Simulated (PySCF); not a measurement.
# Telling isomers of C₆H₈Cl₂O apart by NMR

PySCF 2.14.0 with density-fitted response routines calculation with geometry: GFN2-xTB and shieldings: GIAO PBE0/pcSseg-1; single conformer, non-relativistic, gas phase, equivalent nuclei averaged.

Shifts are taken against calculated references (same method and geometry level): TMS for ¹H (31.72 ppm) and ¹³C (186.93 ppm). Where no couplings were computed, multiplicities follow the n + 1 count of equivalent neighbours, and m marks all less simple cases (inequivalent or close neighbours, rings, F or P nearby). Shifts are as computed. Against solution values, carbons near 30 ppm lie about +3 ppm off and those near 130 ppm about +5 ppm; carbons on Cl a further +6 ppm. Of 1211 compounds with measured shifts, 218 miss one by over three times the rms of a fit or turn the order of signals round; such compounds aren't used in these exercises. Carbons bonded to Cl come out too deshielded.

(1) Tabulate the signals of `CC(C)/C(=C/Cl)C(=O)Cl`, `CC(C)/C(Cl)=C/C(=O)Cl` and their relative energies.

(2) What is the quickest way to tell CC(C)/C(=C/Cl)C(=O)Cl from CC(C)/C(Cl)=C/C(=O)Cl?

## Answers

(1) 
```tsv
SMILES	carbon types	δC	δH	E rel. (kcal/mol)
CC(C)/C(=C/Cl)C(=O)Cl	2×C 2×CH 2×CH3	180.2, 154.8, 139.0, 38.5, 23.5	6.50 (s, 1H), 3.01 (sept, 1H), 1.09 (d, 6H)	7.1
CC(C)/C(Cl)=C/C(=O)Cl	2×C 2×CH 2×CH3	180.2, 170.1, 125.6, 44.0, 23.5	6.55 (s, 1H), 2.55 (sept, 1H), 1.24 (d, 6H)	0.0
```

Energies are electronic energies at PBE0/pcSseg-1 on these geometries, without zero-point or thermal terms, each for the one conformer computed, which needn't be the lowest.

(2) Both give the same number of carbon signals, with the same numbers of each carbon type, so the positions decide. The first has an α carbon of a C=C–C=O unit (C) at 154.8 ppm, the second an α carbon of a C=C–C=O unit (CH) at 125.6 ppm. Their most deshielded carbons lie at 180.2 and 180.2 ppm.
